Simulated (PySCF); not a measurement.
**Electron correlation in Fe⁺ (iron, charge +1)**

[Ar] 3d6 4p1, one real determinant (an excited configuration). Computed with PySCF 2.14 in ANO-RCC-VTZP (6s5p3d2f1g, 59 functions), with scalar relativity by spin-free X2C-1e. Frozen: [Ar]; 7 electrons correlated.

```csv
level,correlation energy (mhartree)
CCSD,-140.22
(T),-2.93
CCSD(T),-143.15
```

Diagnostics: T1 = 0.010, D1 = 0.0260, largest double amplitude 0.057.

The real determinant used has ⟨L²⟩ near 8 against 12 for a pure F term, so it mixes terms.

Cost of the coupled-cluster step: of the order of 7 core-seconds, for 7 correlated electrons.

Iterations:

```
CC2 = 0
CCSD nocc = (np.int64(6), np.int64(1)), nmo = (50, 50)
frozen orbitals [[0, 1, 2, 3, 4, 5, 6, 7, 8], [0, 1, 2, 3, 4, 5, 6, 7, 8]]
max_cycle = 100
direct = 0
conv_tol = 1e-08
conv_tol_normt = 1e-06
diis_space = 8
diis_start_cycle = 0
Init t2, MP2 energy = -0.136003110985938
Init E_corr(UCCSD) = -0.136003110986276
cycle = 1  E_corr(UCCSD) = -0.137997705962503  dE = -0.00199459498  norm(t1,t2) = 0.0308249
cycle = 2  E_corr(UCCSD) = -0.139176943348166  dE = -0.00117923739  norm(t1,t2) = 0.0121332
cycle = 3  E_corr(UCCSD) = -0.139614768828367  dE = -0.00043782548  norm(t1,t2) = 0.00779717
cycle = 4  E_corr(UCCSD) = -0.139861477968275  dE = -0.00024670914  norm(t1,t2) = 0.00507348
cycle = 5  E_corr(UCCSD) = -0.140003466500493  dE = -0.000141988532  norm(t1,t2) = 0.0042149
cycle = 6  E_corr(UCCSD) = -0.140175232921894  dE = -0.000171766421  norm(t1,t2) = 0.00280538
cycle = 7  E_corr(UCCSD) = -0.140219062176453  dE = -4.38292546e-05  norm(t1,t2) = 0.00130547
cycle = 8  E_corr(UCCSD) = -0.140217915680826  dE = 1.14649563e-06  norm(t1,t2) = 0.000485503
cycle = 9  E_corr(UCCSD) = -0.140217241288168  dE = 6.74392658e-07  norm(t1,t2) = 0.00134126
cycle = 10  E_corr(UCCSD) = -0.140220633223249  dE = -3.39193508e-06  norm(t1,t2) = 0.000188437
cycle = 11  E_corr(UCCSD) = -0.140222903579845  dE = -2.2703566e-06  norm(t1,t2) = 7.16352e-05
cycle = 12  E_corr(UCCSD) = -0.140223282501831  dE = -3.78921987e-07  norm(t1,t2) = 3.24746e-05
cycle = 13  E_corr(UCCSD) = -0.140222849447127  dE = 4.33054704e-07  norm(t1,t2) = 1.73851e-05
cycle = 14  E_corr(UCCSD) = -0.140222682332584  dE = 1.67114543e-07  norm(t1,t2) = 7.33568e-06
cycle = 15  E_corr(UCCSD) = -0.140222762952295  dE = -8.06197117e-08  norm(t1,t2) = 3.61423e-06
cycle = 16  E_corr(UCCSD) = -0.140222823300131  dE = -6.03478357e-08  norm(t1,t2) = 2.18344e-06
cycle = 17  E_corr(UCCSD) = -0.140222867648764  dE = -4.43486326e-08  norm(t1,t2) = 1.62354e-06
cycle = 18  E_corr(UCCSD) = -0.14022286937132  dE = -1.72255638e-09  norm(t1,t2) = 1.60616e-06
cycle = 19  E_corr(UCCSD) = -0.140222886278387  dE = -1.6907067e-08  norm(t1,t2) = 1.95919e-06
cycle = 20  E_corr(UCCSD) = -0.140222926396789  dE = -4.01184023e-08  norm(t1,t2) = 1.19387e-06
cycle = 21  E_corr(UCCSD) = -0.140222964016325  dE = -3.76195351e-08  norm(t1,t2) = 6.82699e-07
cycle = 22  E_corr(UCCSD) = -0.140222974668287  dE = -1.06519623e-08  norm(t1,t2) = 2.70014e-07
cycle = 23  E_corr(UCCSD) = -0.140222977503748  dE = -2.83546087e-09  norm(t1,t2) = 1.5065e-07
UCCSD converged
E(UCCSD) = -1271.082609715343  E_corr = -0.1402229775037477
UCCSD(T) correction = -0.00293407243610355
```

The basis was made for the ground configuration and has no added diffuse functions, which can raise the energy of the promoted electron.

The reference is one real determinant that mixes LS terms of this configuration.
